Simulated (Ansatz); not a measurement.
Basis-set series for CH₄Cl₂SSn (`[CH3][Sn]([SH])([Cl])[Cl]`). Charge 0, multiplicity 1. Sn takes the def2 core potential. All single points use the PBE0-D4/def2-TZVP geometry. It is one conformer, not always the lowest.

```json
{"functional": "PBE0-D4", "basis": "def2-TZVPP", "functions": "263", "energy (Eh)": "-1573.12212", "HOMO (eV)": "-7.95", "LUMO (eV)": "-1.75"}
{"functional": "PBE0-D4", "basis": "def2-QZVPP", "functions": "469", "energy (Eh)": "-1573.16592", "HOMO (eV)": "-7.98", "LUMO (eV)": "-1.81"}
{"functional": "ωB97M-V", "basis": "def2-TZVPP", "functions": "263", "energy (Eh)": "-1573.45850", "HOMO (eV)": "-10.16", "LUMO (eV)": "0.25"}
{"functional": "ωB97M-V", "basis": "def2-QZVPP", "functions": "469", "energy (Eh)": "-1573.50056", "HOMO (eV)": "-10.20", "LUMO (eV)": "0.10"}
```

Give the rows for def2-SVP. (Best estimate.)

The calculation gave: 
```json
{"functional": "PBE0-D4", "basis": "def2-SVP", "functions": "114", "energy (Eh)": "-1572.60756", "HOMO (eV)": "-7.81", "LUMO (eV)": "-1.54"}
{"functional": "ωB97M-V", "basis": "def2-SVP", "functions": "114", "energy (Eh)": "-1572.94505", "HOMO (eV)": "-9.98", "LUMO (eV)": "0.57"}
```

Positive LUMOs are unbound and depend on the basis.

All numbers were calculated with Ansatz.
